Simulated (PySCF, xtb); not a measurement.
C₂H₆S₂Te, SMILES CS[Te]SC.

GFN2-xTB run with xtb at its own geometry gives an orbital gap of 3.52 eV and a dipole moment of 3.92 D.

Coordinates come from a B3LYP-D3(BJ)/def2-SVP optimisation. The def2 effective core potentials stand for the cores of Te; spin–orbit coupling is left out. One conformer was computed; it need not be the lowest.

What does r2SCAN/def2-TZVP (PySCF) give? (Estimate from the structure and the level; the computed values follow.)

gap 3.35 eV (levels -5.70 and -2.35 eV), dipole 2.92 D.
